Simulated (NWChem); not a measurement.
The numbers come from NWChem runs, not from measurements. System: diarsenic (As2), charge 0, spin multiplicity 1, at a geometry optimised with PBE0/def2-SVP. Level: B3LYP/def2-TZVPD, VWN1-RPA local correlation.

Input file:

```
start mol
memory heap 200 mb stack 900 mb global 1100 mb
geometry units angstroms nocenter noautoz
  As     0.000000     0.000000     1.045631
  As     0.000000     0.000000    -1.045631
  symmetry group D2h
end
basis spherical
  * library def2-tzvpd
end
dft
  xc b3lyp
  semidirect memsize 60000000 filesize 0
  iterations 100
end
task dft energy
```

Part of the output:

```
             Northwest Computational Chemistry Package (NWChem) 7.3.0
             --------------------------------------------------------

                                NWChem Input Module
                                -------------------

 Scaling coordinates for geometry "geometry" by  1.889725989
 (inverse scale =  0.529177249)

 Turning off AUTOSYM since
 SYMMETRY directive was detected!

                             Geometry "geometry" -> ""
                             -------------------------

 Output coordinates in angstroms (scale by  1.889725989 to convert to a.u.)

  No.       Tag          Charge          X              Y              Z
 ---- ---------------- ---------- -------------- -------------- --------------
    1 As                  33.0000     0.00000000     0.00000000     1.04563100
    2 As                  33.0000     0.00000000     0.00000000    -1.04563100

 Effective nuclear repulsion energy (a.u.)     275.5628056937

            Nuclear Dipole moment (a.u.)
            ----------------------------
        X                 Y               Z
 ---------------- ---------------- ----------------
     0.0000000000     0.0000000000     0.0000000000

      Symmetry information
      --------------------

 Group name             D2h
 Group number             26
 Group order               8
 No. of unique centers     1

      Symmetry unique atoms

     1


 Summary of "ao basis" -> "" (spherical)
 ------------------------------------------------------------------------------
       Tag                 Description            Shells   Functions and Types
 ---------------- ------------------------------  ------  ---------------------
 *                         def2-tzvpd                 on all atoms

                                 NWChem DFT Module
                                 -----------------

 Summary of "ao basis" -> "ao basis" (spherical)
 ------------------------------------------------------------------------------
       Tag                 Description            Shells   Functions and Types
 ---------------- ------------------------------  ------  ---------------------
 As                        def2-tzvpd               18       54   7s5p5d1f

 Summary of "ao basis" -> "ao basis" (spherical)
 ------------------------------------------------------------------------------
       Tag                 Description            Shells   Functions and Types
 ---------------- ------------------------------  ------  ---------------------
 As                        def2-tzvpd               18       54   7s5p5d1f

      Symmetry analysis of basis
      --------------------------

        ag         24
        au          6
        b1g         6
        b1u        24
        b2g        12
        b2u        12
        b3g        12
        b3u        12

            General Information
            -------------------
          SCF calculation type: DFT
          Wavefunction type:  closed shell.
          No. of atoms     :     2
          No. of electrons :    66
           Alpha electrons :    33
            Beta electrons :    33
          Charge           :     0
          Spin multiplicity:     1
          Use of symmetry is: on ; symmetry adaption is: on
          Maximum number of iterations: 100
          AO basis - number of functions:   108
                     number of shells:    36
          Convergence on energy requested:  1.00D-06
          Convergence on density requested:  1.00D-05
          Convergence on gradient requested:  5.00D-04

              XC Information
              --------------
                         B3LYP Method XC Potential
                     Hartree-Fock (Exact) Exchange  0.200
                        Slater Exchange Functional  0.800 local
                    Becke 1988 Exchange Functional  0.720 non-local
              Lee-Yang-Parr Correlation Functional  0.810
                  VWN I RPA Correlation Functional  0.190 local

             Grid Information
             ----------------
          Grid used for XC integration:  medium
          Radial quadrature: Mura-Knowles
          Angular quadrature: Lebedev.
          Tag              B.-S. Rad. Rad. Pts. Rad. Cut. Ang. Pts.
          ---              ---------- --------- --------- ---------
          As                  1.15      112          10.0       590
          Grid pruning is: on
          Number of quadrature shells:   112
          Spatial weights used:  Erf1

          Convergence Information
          -----------------------
          Convergence aids based upon iterative change in
          total energy or number of iterations.
          Levelshifting, if invoked, occurs when the
          HOMO/LUMO gap drops below (HL_TOL):  1.00D-02
          DIIS, if invoked, will attempt to extrapolate
          using up to (NFOCK): 10 stored Fock matrices.

                    Damping( 0%)  Levelshifting(0.5)       DIIS
                  --------------- ------------------- ---------------
          dE  on:    start            ASAP                start
          dE off:    2 iters        100 iters           100 iters

      Screening Tolerance Information
      -------------------------------
          Density screening/tol_rho:  1.00D-10
          AO Gaussian exp screening on grid/accAOfunc:  14
          CD Gaussian exp screening on grid/accCDfunc:  20
          XC Gaussian exp screening on grid/accXCfunc:  20
          Schwarz screening/accCoul:  1.00D-08

      Superposition of Atomic Density Guess
      -------------------------------------

 Sum of atomic energies:       -4468.27511140

      Non-variational initial energy
      ------------------------------

 Total energy =   -4468.516941
 1-e energy   =   -6779.262289
 2-e energy   =    2035.182542
 HOMO         =      -0.273857
 LUMO         =      -0.070771

      Symmetry analysis of molecular orbitals - initial
      -------------------------------------------------

 !! scf_movecs_sym_adapt:   72 vectors were symmetry contaminated

  Symmetry fudging

 !! scf_movecs_sym_adapt:   60 vectors were symmetry contaminated

  Numbering of irreducible representations:

     1 ag          2 au          3 b1g         4 b1u         5 b2g
     6 b2u         7 b3g         8 b3u

  Orbital symmetries:

     1 b1u         2 ag          3 b1u         4 ag          5 b1u
     6 ag          7 b2g         8 b3g         9 b3u        10 b2u
    11 ag         12 b1u        13 ag         14 b1u        15 b3u
    16 b2u        17 b2g        18 b3g        19 ag         20 b3u
    21 b2u        22 b3g        23 b2g        24 b1g        25 ag
    26 au         27 b1u        28 b1u        29 ag         30 b1u
    31 b2u        32 b3u        33 ag         34 b3g        35 b2g
    36 ag         37 b1u        38 ag         39 b1g        40 ag
    41 b3g        42 b2g        43 b1u

------------------------------------------------------------
EAF file 0: "./mol.aoints.0" size=524288 bytes
------------------------------------------------------------
               write      read    awrite     aread      wait
               -----      ----    ------     -----      ----
     calls:        1         0         0         0         0
   data(b): 5.24e+05  0.00e+00  0.00e+00  0.00e+00
   time(s): 0.00e+00  0.00e+00  0.00e+00  0.00e+00  0.00e+00
rate(mb/s): 0.00e+00  0.00e+00
------------------------------------------------------------

 !! scf_movecs_sym_adapt:   48 vectors were symmetry contaminated

  Symmetry fudging

 !! scf_movecs_sym_adapt:   48 vectors were symmetry contaminated

   convergence    iter        energy       DeltaE   RMS-Dens  Diis-err    time
 ---------------- ----- ----------------- --------- --------- ---------  ------
 d= 0,ls=0.0,diis     1  -4471.8210213225 -4.75D+03  7.51D-03  7.56D-01     2.4

 !! scf_movecs_sym_adapt:   50 vectors were symmetry contaminated

  Symmetry fudging

 !! scf_movecs_sym_adapt:   48 vectors were symmetry contaminated

 d= 0,ls=0.0,diis     2  -4471.8443144379 -2.33D-02  1.62D-03  7.18D-02     2.5

 !! scf_movecs_sym_adapt:   50 vectors were symmetry contaminated

  Symmetry fudging

 !! scf_movecs_sym_adapt:   48 vectors were symmetry contaminated

 d= 0,ls=0.0,diis     3  -4471.8467013990 -2.39D-03  4.33D-04  1.52D-02     2.6

 !! scf_movecs_sym_adapt:   48 vectors were symmetry contaminated

  Symmetry fudging

 !! scf_movecs_sym_adapt:   48 vectors were symmetry contaminated

 d= 0,ls=0.0,diis     4  -4471.8472563397 -5.55D-04  1.24D-04  2.50D-04     2.7

 !! scf_movecs_sym_adapt:   48 vectors were symmetry contaminated

  Symmetry fudging

 !! scf_movecs_sym_adapt:   46 vectors were symmetry contaminated

 d= 0,ls=0.0,diis     5  -4471.8472725598 -1.62D-05  1.92D-05  7.18D-06     2.7

 !! scf_movecs_sym_adapt:   48 vectors were symmetry contaminated

  Symmetry fudging

 !! scf_movecs_sym_adapt:   48 vectors were symmetry contaminated

  Resetting Diis
 d= 0,ls=0.0,diis     6  -4471.8472735859 -1.03D-06  2.31D-06  9.79D-08     2.8

 !! scf_movecs_sym_adapt:   48 vectors were symmetry contaminated

  Symmetry fudging

 !! scf_movecs_sym_adapt:   48 vectors were symmetry contaminated

 d= 0,ls=0.0,diis     7  -4471.8472735938 -7.90D-09  2.25D-07  2.46D-10     2.9

         Total DFT energy =    -4471.847273593798
      One electron energy =    -6778.716260995165
           Coulomb energy =     2197.484654412508
    Exchange-Corr. energy =     -166.178472704865
 Nuclear repulsion energy =      275.562805693725

 Numeric. integr. density =       66.000000360728

     Total iterative time =      1.9s

                  Occupations of the irreducible representations
                  ----------------------------------------------

                     irrep           alpha         beta
                     --------     --------     --------
                     ag                9.0          9.0
                     au                1.0          1.0
                     b1g               1.0          1.0
                     b1u               8.0          8.0
                     b2g               3.0          3.0
                     b2u               4.0          4.0
                     b3g               3.0          3.0
                     b3u               4.0          4.0

                       DFT Final Molecular Orbital Analysis
                       ------------------------------------

 Vector   31  Occ=2.000000D+00  E=-2.795474D-01  Symmetry=ag
              MO Center=  1.1D-30,  4.9D-31, -3.0D-16, r^2= 3.6D+00
   Bfn.  Coefficient  Atom+Function         Bfn.  Coefficient  Atom+Function
  ----- ------------  ---------------      ----- ------------  ---------------
    19      0.385002  1 As pz                73     -0.385002  2 As pz
    22      0.258398  1 As pz                76     -0.258398  2 As pz
    13     -0.239063  1 As pz                67      0.239063  2 As pz
     6      0.184545  1 As s                 60      0.184545  2 As s
     5      0.117527  1 As s                 59      0.117527  2 As s

 Vector   32  Occ=2.000000D+00  E=-2.659360D-01  Symmetry=b3u
              MO Center=  5.3D-18,  9.1D-31,  6.9D-17, r^2= 2.7D+00
   Bfn.  Coefficient  Atom+Function         Bfn.  Coefficient  Atom+Function
  ----- ------------  ---------------      ----- ------------  ---------------
    17      0.349516  1 As px                71      0.349516  2 As px
    20      0.298314  1 As px                74      0.298314  2 As px
    11     -0.212539  1 As px                65     -0.212539  2 As px
     8      0.066070  1 As px                62      0.066070  2 As px
    14      0.058371  1 As px                68      0.058371  2 As px

 Vector   33  Occ=2.000000D+00  E=-2.659360D-01  Symmetry=b2u
              MO Center=  9.4D-31,  2.0D-17,  1.6D-16, r^2= 2.7D+00
   Bfn.  Coefficient  Atom+Function         Bfn.  Coefficient  Atom+Function
  ----- ------------  ---------------      ----- ------------  ---------------
    18      0.349516  1 As py                72      0.349516  2 As py
    21      0.298314  1 As py                75      0.298314  2 As py
    12     -0.212539  1 As py                66     -0.212539  2 As py
     9      0.066070  1 As py                63      0.066070  2 As py
    15      0.058371  1 As py                69      0.058371  2 As py

 Vector   34  Occ=0.000000D+00  E=-1.040157D-01  Symmetry=b3g
              MO Center=  2.6D-19, -6.6D-16, -1.7D-16, r^2= 4.0D+00
   Bfn.  Coefficient  Atom+Function         Bfn.  Coefficient  Atom+Function
  ----- ------------  ---------------      ----- ------------  ---------------
    21      0.419142  1 As py                75     -0.419142  2 As py
    18      0.378197  1 As py                72     -0.378197  2 As py
    12     -0.219056  1 As py                66      0.219056  2 As py
    44      0.095988  1 As d -1              98      0.095988  2 As d -1
     9      0.067713  1 As py                63     -0.067713  2 As py

 Vector   35  Occ=0.000000D+00  E=-1.040157D-01  Symmetry=b2g
              MO Center= -6.6D-16, -2.4D-19,  1.6D-16, r^2= 4.0D+00
   Bfn.  Coefficient  Atom+Function         Bfn.  Coefficient  Atom+Function
  ----- ------------  ---------------      ----- ------------  ---------------
    20      0.419142  1 As px                74     -0.419142  2 As px
    17      0.378197  1 As px                71     -0.378197  2 As px
    11     -0.219056  1 As px                65      0.219056  2 As px
    46     -0.095988  1 As d  1             100     -0.095988  2 As d  1
     8      0.067713  1 As px                62     -0.067713  2 As px

 Vector   36  Occ=0.000000D+00  E= 1.557262D-02  Symmetry=b1u
              MO Center= -1.3D-17, -1.3D-17, -8.6D-15, r^2= 1.1D+01
   Bfn.  Coefficient  Atom+Function         Bfn.  Coefficient  Atom+Function
  ----- ------------  ---------------      ----- ------------  ---------------
     7      2.355562  1 As s                 61     -2.355562  2 As s
    22     -0.905873  1 As pz                76     -0.905873  2 As pz
    45      0.372043  1 As d  0              99     -0.372043  2 As d  0
     5     -0.363049  1 As s                 59      0.363049  2 As s
    40      0.245754  1 As d  0              94     -0.245754  2 As d  0

 center of mass
 --------------
 x =   0.00000000 y =   0.00000000 z =   0.00000000

 moments of inertia (a.u.)
 ------------------
         585.048151349117           0.000000000000           0.000000000000
           0.000000000000         585.048151349117           0.000000000000
           0.000000000000           0.000000000000           0.000000000000

     Multipole analysis of the density
     ---------------------------------

     L   x y z        total         alpha         beta         nuclear
     -   - - -        -----         -----         ----         -------
     0   0 0 0     -0.000000    -33.000000    -33.000000     66.000000

     1   1 0 0     -0.000000     -0.000000     -0.000000      0.000000
     1   0 1 0     -0.000000     -0.000000     -0.000000      0.000000
     1   0 0 1     -0.000000     -0.000000     -0.000000      0.000000

     2   2 0 0    -26.421310    -13.210655    -13.210655      0.000000
     2   1 1 0      0.000000      0.000000      0.000000      0.000000
     2   1 0 1      0.000000      0.000000      0.000000      0.000000
     2   0 2 0    -26.421310    -13.210655    -13.210655      0.000000
     2   0 1 1      0.000000      0.000000      0.000000      0.000000
     2   0 0 2    -25.783744   -141.737152   -141.737152    257.690559

 Task  times  cpu:        2.9s     wall:        2.9s

 Total times  cpu:        2.9s     wall:        2.9s
```
